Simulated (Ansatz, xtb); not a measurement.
Breaking the Se1–H2 bond in hydrogen selenide (SMILES [SeH2]) (multiplicity 1 held, fragments rigid). Energies count from the point at 1.470 Å.
Geometry at that point (charge 0, multiplicity 1):
```tsv
atom	x (Å)	y (Å)	z (Å)
Se	0.0001	0.0571	0.0025
H	-1.0525	-0.9689	-0.0382
H	1.0502	-0.9711	-0.0464
```

R- and RO- levels are restricted; in cc, def2 and unpolarised 6-31G sets they are followed outwards from rest. Unrestricted levels (U-) break spin symmetry where that is lower. Active spaces are followed from a long bond inwards. Levels need not reach the same state.

Correlated levels freeze the cores. Filled d and f shells under p-block atoms count as core.

Run with Ansatz (Gaussian basis) for Hartree–Fock, density functionals and correlated methods; xtb for the GFN methods.  The GFN methods have no spin term and hold the electronic entropy of 300 K.

Energies in kcal/mol.

```tsv
R (Å)	GFN2-xTB	R-MP2/cc-pVDZ	U-MP2/cc-pVDZ	R-SCS-MP2/cc-pVDZ	CASSCF(4,3)/cc-pVDZ	FIC-MRCISD+Q on CASSCF(4,3)/cc-pVDZ
1.176	25.1	37.1	37.1	37.4	39.6	37.9
1.323	3.0	6.9	6.9	7.1	8.3	7.4
1.470	0.0	0.0	0.0	0.0	0.0	0.0
1.617	4.0	5.0	5.0	4.7	3.2	4.2
1.765	10.9	15.6	15.6	15.1	11.6	13.7
1.985	23.2	35.1	40.6	34.1	27.1	30.8
2.206	36.3	54.2	60.3	52.7	41.4	46.4
2.573	55.7	80.4	72.3	77.8	58.1	64.5
2.941	69.5	98.0	75.8	93.9	66.5	73.6
3.382	78.8	108.8	77.0	102.4	70.3	77.8
3.970	83.3	109.2	77.4	99.1	71.7	79.3
4.705	84.1	95.8	77.5	80.1	71.9	79.6
```

Doubts at one or more of the structures used: a restricted determinant that unrestricted orbitals would lower (R-MP2/cc-pVDZ, R-SCS-MP2/cc-pVDZ); a spin-contaminated determinant (U-MP2/cc-pVDZ); active orbitals that take no part (CASSCF(4,3)/cc-pVDZ, FIC-MRCISD+Q on CASSCF(4,3)/cc-pVDZ).

Ansatz is a quantum-chemistry and plane-wave program.
